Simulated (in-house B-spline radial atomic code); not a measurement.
A radial electron density 4πr²n(r) was computed for an atom or ion in its tabulated ground configuration with a B-spline radial code for spherical atoms; method: Dirac-Hartree-Fock, average of configuration. Columns: r (bohr), 4πr²n(r) (electrons per bohr), bar.

```
0.000486     3.06 #
0.000599    4.265 #
0.000738    5.911 ##
0.000909    8.143 ###
 0.00112    11.15 ###
 0.00138    15.14 #####
  0.0017    20.37 ######
  0.0021    27.17 #########
 0.00258    35.48 ###########
 0.00318    45.73 ##############
 0.00392     57.7 ##################
 0.00483    70.88 ######################
 0.00595    84.35 ##########################
 0.00733    96.65 ##############################
 0.00904      106 #################################
  0.0111    110.4 ###################################
  0.0137    109.4 ##################################
  0.0169    104.1 #################################
  0.0208    98.71 ###############################
  0.0257    98.84 ###############################
  0.0316    108.4 ##################################
   0.039    125.5 #######################################
   0.048    139.8 ############################################
  0.0592    140.3 ############################################
  0.0729    125.9 #######################################
  0.0899    111.8 ###################################
   0.111    115.3 ####################################
   0.136    129.4 #########################################
   0.168    127.1 ########################################
   0.207    98.37 ###############################
   0.255    72.61 #######################
   0.314    74.38 #######################
   0.388    84.16 ##########################
   0.478    73.03 #######################
   0.588    47.69 ###############
   0.725    28.45 #########
   0.893     19.7 ######
     1.1    13.81 ####
    1.36    7.556 ##
    1.67    3.014 #
    2.06   0.8085 
    2.54   0.1432 
    3.13  0.01536 
    3.85 0.0008702 
    4.75 1.957e-05
```

**Question.** Which atom or ion is it?
A. Os7+
B. Ir8+
C. Hg8+
D. Ir7+

**Answer.** D. The area under the curve, ∫4πr²n dr = ∫r·4πr²n d(ln r) on this logarithmic grid, is 70 electrons, which only this option has. The configuration is [Xe] 4f14 5d2.
